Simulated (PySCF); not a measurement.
C4H8Au2S2, SMILES C(CCC[S][Au])[S][Au], multiplicity 1.

Coordinates come from a PBE-D3(BJ)/def2-SVP optimisation. The multiplicity is an assumed one; other spin states were not compared. The def2 effective core potentials stand for the cores of Au; spin–orbit coupling is left out. One conformer was computed; it need not be the lowest.

Computed with TDDFT-PBE0/def2-SVP (PySCF).

Vertical excitations. Isolated molecule, no solvent. State labels are in the subgroup C2h.

```tsv
state	symmetry	energy (eV)	λ (nm)	f	main pairs
S1	Au	1.96	634	0.006	HOMO−1→LUMO 56 %, HOMO→LUMO+1 44 %
S2	Bg	1.96	634	0.000	HOMO→LUMO 56 %, HOMO−1→LUMO+1 44 %
S3	Bg	2.90	427	0.000	HOMO−1→LUMO+1 56 %, HOMO→LUMO 44 %
S4	Au	2.90	427	0.000	HOMO→LUMO+1 56 %, HOMO−1→LUMO 44 %
S5	Bu	3.30	376	0.258	HOMO−2→LUMO 56 %, HOMO−3→LUMO+1 36 %
S6	Ag	3.35	371	0.000	HOMO−3→LUMO 51 %, HOMO−2→LUMO+1 41 %
S7	Au	3.93	316	0.000	HOMO−6→LUMO 53 %, HOMO−8→LUMO+1 46 %
S8	Bg	3.93	316	0.000	HOMO−8→LUMO 53 %, HOMO−6→LUMO+1 46 %
S9	Bu	3.93	316	0.002	HOMO−7→LUMO 53 %, HOMO−9→LUMO+1 45 %
S10	Ag	3.93	316	0.000	HOMO−9→LUMO 52 %, HOMO−7→LUMO+1 46 %
T1	Au	1.45	853	0	HOMO−1→LUMO 53 %, HOMO→LUMO+1 45 %
T2	Bg	1.45	853	0	HOMO→LUMO 53 %, HOMO−1→LUMO+1 46 %
T3	Bu	2.42	512	0	HOMO−2→LUMO 54 %, HOMO−3→LUMO+1 45 %
T4	Ag	2.43	511	0	HOMO−3→LUMO 51 %, HOMO−2→LUMO+1 47 %
```
Triplets are in the Tamm–Dancoff approximation, which puts them higher than full response would, so one can lie above its singlet here.
